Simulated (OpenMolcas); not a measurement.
# Ta4+ in a point-charge field

Ta4+ among 2 point charges of -1 e arranged as a linear pair (D∞h), 2.19 Å from the ion.

```
Program             : OpenMolcas 26.06
Method              : SS-CASPT2, IPEA 0.25 Eh, imaginary shift 0.1 Eh (closed shells correlated: 4f 5s 5p)
Basis               : ANO-RCC-VTZP [8s7p5d3f2g1h]
Scalar Hamiltonian  : DKH2, point nucleus
Active space        : 1 electron in 5 orbitals (5d)
State averaging     : 2S+1 = 2 even, 5 roots
Spin-orbit coupling : state interaction with AMFI integrals over the reference wave functions
```

The lowest spin-free states (labels by Λ), above the lowest:

```csv
State,Degeneracy,E (cm-1),Free-ion L (%)
2Δ,2,0,D (100)
2Π,2,7130,D (100)
2Σ,1,10190,D (100)
```

The lowest levels with spin-orbit coupling:

| E (cm-1) | Degeneracy | 2S+1 | g |
| --- | --- | --- | --- |
| 0 | 2 | 2 | 0.00 0.00 2.10 |
| 5840 | 2 | 2 | 0.00 0.00 6.00 |
| 7290 | 2 | 2 | 0.43 1.52 1.52 |
| 12310 | 2 | 2 | 0.00 0.00 3.90 |
| 15120 | 2 | 2 | 1.57 3.52 3.52 |

Powder χT (cm3 K/mol): 0.138 at 2 K, 0.138 at 10 K, 0.141 at 50 K, 0.144 at 100 K, 0.15 at 200 K, 0.157 at 300 K. The effective moment at 300 K is 2.828 √(χT) = 1.12 μB.

The lowest level has 2S+1 = 2, for which the spin-only value is χT = S(S+1) / 2 = 0.375 cm3 K/mol (g = 2). The computed 0.157 at 300 K differs by -0.218, through orbital momentum, spin-orbit coupling and any other state in reach.

Free-ion shares, where given, are those of the reference states; single-state CASPT2 does not remix them. Point charges carry no covalency, so the field is a model and not that of real ligands. No measured value stands beside these numbers.

The CASPT2 steps took 2.2 s on 1 thread of Arm Neoverse V2 (shared host); the integral step is not counted.
